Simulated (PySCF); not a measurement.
H6Si3, SMILES [SiH2]1[SiH2][SiH2]1. Coordinates come from a PBE0-D3(BJ)/def2-SVP optimisation.

Computed equilibrium geometry at PBE0-D3(BJ)/def2-SVP (PySCF confirms it by a frequency run) as Cartesian coordinates in Å, and its point group:
point group D3h.
```xyz
9

Si     1.3493     0.0000     0.0000
H      2.1661     0.0000     1.2472
H      2.1661     0.0000    -1.2472
Si    -0.6746     1.1685     0.0000
H     -1.0831     1.8759     1.2472
H     -1.0831     1.8759    -1.2472
Si    -0.6746    -1.1685     0.0000
H     -1.0831    -1.8759     1.2472
H     -1.0831    -1.8759    -1.2472
```
